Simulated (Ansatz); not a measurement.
Frontier orbitals of C5H13BrGaN (`C[CH](C)[Ga]([Br])[N](C)C`).

Total charge 0; spin multiplicity 1. Correlated methods include outer-core shells of Br, Ga, which these sets cover unevenly. Scalar relativity is left out up to krypton. All single points use the PBE0-D4/def2-TZVP geometry. It is one conformer, not always the lowest. Basis def2-TZVPP, the Gaussian-basis code of Ansatz.

```json
{"functional": "PBE", "HOMO (eV)": "-5.22", "LUMO (eV)": "-1.18", "gap (eV)": "4.04"}
{"functional": "PBE0", "HOMO (eV)": "-6.44", "LUMO (eV)": "-0.41", "gap (eV)": "6.03"}
```
